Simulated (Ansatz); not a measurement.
Born–Oppenheimer molecular dynamics of C$_{3}$H$_{11}$NSSi (17 atoms, charge 0, multiplicity 1). It starts from a relaxed structure.

The calculation used Ansatz 0.2.0, UKS B3LYP-D4/STO-3G.

```json
{"ensemble": "NVT, Nosé–Hoover chain", "time step": "0.25 fs", "steps asked": "100", "set temperature": "1500 K", "thermostat": "time constant 100 fs, chain length 3 (defaults)", "seed": "979852"}
```

Frames 0.25 fs apart, positions in Å.

Velocities at 10.0 fs (Å/ps):

```
C -6.33 0.94 9.32
C -0.06 0.49 -7.18
N 2.60 8.11 1.65
C -5.86 0.40 4.86
Si -1.14 -2.93 0.64
S -0.31 -3.80 0.01
H 62.71 40.24 33.61
H 3.85 -5.66 -31.47
H -4.92 38.47 -2.32
H -15.28 5.88 -3.45
H -35.48 6.38 -3.85
H -5.71 -15.75 -17.33
H 48.77 -12.49 -39.80
H 36.09 23.36 -29.95
H 11.96 -18.64 -10.97
H 20.13 11.54 0.88
H 29.13 -5.31 -19.71
```

```xyz
17
Properties=species:S:1:pos:R:3 time_fs=10.0 energy_less_start_eV=1.593 T=682
C 0.851 -2.338 -0.373
C 0.503 -0.888 -0.682
N 0.272 -0.237 0.581
C 0.168 1.235 0.412
Si -1.571 1.658 -0.318
S 0.394 2.052 2.046
H 1.792 -2.225 0.188
H 1.118 -2.844 -1.314
H 0.172 -2.946 0.184
H -0.325 -0.670 -1.385
H 1.444 -0.517 -1.161
H 1.043 -0.495 1.238
H 0.844 1.809 -0.179
H -1.803 0.964 -1.506
H -1.526 3.158 -0.329
H -2.799 1.405 0.114
H -0.615 1.394 2.787
17
Properties=species:S:1:pos:R:3 time_fs=10.2 energy_less_start_eV=1.547 T=706
C 0.849 -2.338 -0.371
C 0.503 -0.887 -0.684
N 0.273 -0.235 0.581
C 0.166 1.235 0.413
Si -1.571 1.657 -0.318
S 0.394 2.051 2.046
H 1.808 -2.215 0.197
H 1.119 -2.845 -1.322
H 0.171 -2.936 0.183
H -0.329 -0.669 -1.386
H 1.436 -0.516 -1.161
H 1.042 -0.498 1.233
H 0.857 1.806 -0.190
H -1.794 0.970 -1.514
H -1.523 3.153 -0.332
H -2.795 1.408 0.116
H -0.607 1.392 2.782
17
Properties=species:S:1:pos:R:3 time_fs=10.5 energy_less_start_eV=1.514 T=723
C 0.848 -2.337 -0.369
C 0.503 -0.887 -0.686
N 0.274 -0.233 0.582
C 0.165 1.235 0.414
Si -1.571 1.657 -0.318
S 0.393 2.050 2.046
H 1.823 -2.206 0.205
H 1.120 -2.847 -1.329
H 0.169 -2.927 0.183
H -0.332 -0.668 -1.387
H 1.427 -0.514 -1.163
H 1.041 -0.502 1.229
H 0.870 1.803 -0.201
H -1.784 0.976 -1.523
H -1.520 3.147 -0.336
H -2.792 1.410 0.118
H -0.599 1.391 2.776
17
Properties=species:S:1:pos:R:3 time_fs=10.8 energy_less_start_eV=1.492 T=735
C 0.847 -2.337 -0.367
C 0.503 -0.887 -0.688
N 0.274 -0.231 0.582
C 0.163 1.235 0.416
Si -1.571 1.656 -0.318
S 0.393 2.049 2.047
H 1.838 -2.197 0.213
H 1.121 -2.848 -1.336
H 0.165 -2.918 0.184
H -0.336 -0.667 -1.387
H 1.418 -0.512 -1.165
H 1.041 -0.506 1.225
H 0.884 1.799 -0.212
H -1.774 0.982 -1.533
H -1.517 3.141 -0.339
H -2.792 1.411 0.123
H -0.591 1.391 2.769
17
Properties=species:S:1:pos:R:3 time_fs=11.0 energy_less_start_eV=1.476 T=743
C 0.846 -2.337 -0.365
C 0.503 -0.887 -0.690
N 0.275 -0.229 0.583
C 0.161 1.235 0.417
Si -1.571 1.655 -0.317
S 0.393 2.048 2.047
H 1.851 -2.189 0.221
H 1.121 -2.850 -1.343
H 0.161 -2.910 0.186
H -0.340 -0.667 -1.387
H 1.409 -0.509 -1.167
H 1.041 -0.509 1.222
H 0.898 1.795 -0.224
H -1.764 0.988 -1.544
H -1.514 3.134 -0.343
H -2.794 1.412 0.129
H -0.582 1.390 2.763
17
Properties=species:S:1:pos:R:3 time_fs=11.2 energy_less_start_eV=1.466 T=749
C 0.845 -2.337 -0.363
C 0.503 -0.887 -0.692
N 0.275 -0.227 0.583
C 0.159 1.236 0.419
Si -1.571 1.655 -0.317
S 0.393 2.047 2.047
H 1.864 -2.181 0.228
H 1.121 -2.851 -1.349
H 0.155 -2.903 0.188
H -0.344 -0.667 -1.387
H 1.401 -0.506 -1.169
H 1.041 -0.512 1.218
H 0.912 1.791 -0.235
H -1.754 0.994 -1.556
H -1.511 3.127 -0.348
H -2.798 1.412 0.137
H -0.573 1.389 2.756
17
Properties=species:S:1:pos:R:3 time_fs=11.5 energy_less_start_eV=1.457 T=754
C 0.844 -2.336 -0.361
C 0.503 -0.887 -0.694
N 0.275 -0.224 0.584
C 0.157 1.236 0.421
Si -1.571 1.655 -0.317
S 0.393 2.046 2.047
H 1.875 -2.174 0.235
H 1.121 -2.852 -1.353
H 0.149 -2.896 0.191
H -0.347 -0.667 -1.387
H 1.393 -0.503 -1.172
H 1.042 -0.516 1.215
H 0.926 1.786 -0.247
H -1.743 1.000 -1.569
H -1.508 3.119 -0.353
H -2.803 1.411 0.147
H -0.565 1.388 2.748
17
Properties=species:S:1:pos:R:3 time_fs=11.8 energy_less_start_eV=1.450 T=758
C 0.844 -2.336 -0.359
C 0.503 -0.887 -0.696
N 0.276 -0.222 0.585
C 0.155 1.236 0.422
Si -1.571 1.654 -0.317
S 0.393 2.046 2.047
H 1.884 -2.168 0.241
H 1.121 -2.853 -1.357
H 0.142 -2.889 0.195
H -0.351 -0.668 -1.387
H 1.385 -0.500 -1.176
H 1.044 -0.518 1.212
H 0.940 1.781 -0.258
H -1.732 1.006 -1.582
H -1.505 3.111 -0.358
H -2.810 1.410 0.158
H -0.556 1.387 2.741
17
Properties=species:S:1:pos:R:3 time_fs=12.0 energy_less_start_eV=1.442 T=762
C 0.844 -2.336 -0.358
C 0.503 -0.887 -0.699
N 0.276 -0.220 0.585
C 0.153 1.237 0.424
Si -1.571 1.654 -0.317
S 0.393 2.045 2.047
H 1.891 -2.163 0.246
H 1.120 -2.854 -1.360
H 0.134 -2.884 0.199
H -0.354 -0.670 -1.386
H 1.379 -0.496 -1.180
H 1.046 -0.521 1.210
H 0.953 1.774 -0.268
H -1.720 1.012 -1.596
H -1.503 3.102 -0.363
H -2.819 1.408 0.170
H -0.548 1.386 2.733
17
Properties=species:S:1:pos:R:3 time_fs=12.2 energy_less_start_eV=1.433 T=767
C 0.844 -2.335 -0.356
C 0.503 -0.887 -0.701
N 0.276 -0.218 0.586
C 0.150 1.237 0.426
Si -1.571 1.653 -0.317
S 0.393 2.044 2.047
H 1.897 -2.158 0.250
H 1.119 -2.854 -1.361
H 0.124 -2.879 0.204
H -0.357 -0.671 -1.385
H 1.373 -0.492 -1.185
H 1.048 -0.523 1.208
H 0.965 1.767 -0.278
H -1.708 1.018 -1.609
H -1.500 3.094 -0.369
H -2.828 1.406 0.184
H -0.540 1.385 2.726
17
Properties=species:S:1:pos:R:3 time_fs=12.5 energy_less_start_eV=1.424 T=772
C 0.845 -2.335 -0.355
C 0.503 -0.887 -0.703
N 0.277 -0.216 0.587
C 0.148 1.238 0.427
Si -1.570 1.653 -0.318
S 0.393 2.043 2.047
H 1.901 -2.155 0.253
H 1.117 -2.854 -1.361
H 0.115 -2.874 0.210
H -0.360 -0.673 -1.384
H 1.368 -0.487 -1.190
H 1.051 -0.526 1.206
H 0.976 1.760 -0.287
H -1.697 1.025 -1.623
H -1.497 3.085 -0.376
H -2.839 1.403 0.199
H -0.533 1.383 2.718
17
Properties=species:S:1:pos:R:3 time_fs=12.8 energy_less_start_eV=1.414 T=777
C 0.846 -2.335 -0.354
C 0.502 -0.887 -0.705
N 0.277 -0.213 0.587
C 0.146 1.239 0.429
Si -1.570 1.653 -0.318
S 0.393 2.042 2.047
H 1.903 -2.152 0.256
H 1.115 -2.854 -1.360
H 0.104 -2.870 0.216
H -0.363 -0.676 -1.383
H 1.363 -0.482 -1.197
H 1.055 -0.527 1.205
H 0.987 1.751 -0.295
H -1.685 1.032 -1.637
H -1.495 3.077 -0.382
H -2.850 1.400 0.214
H -0.526 1.380 2.711
```

Of the whole run (25 fs, mean temperature of the second half 773 K): The conserved energy stayed within 0.31 meV per atom of its start (net change 0.19 meV per atom), so the integration is sound. The mean temperature of the second half is 48 % below the set value. A run of 0.025 ps of so small a system gives no equilibrium averages. Limits of this set-up: minimal basis.

The run took 11 min on 1 thread of Arm Neoverse V1, on a shared host, peak memory 0.2 GiB.
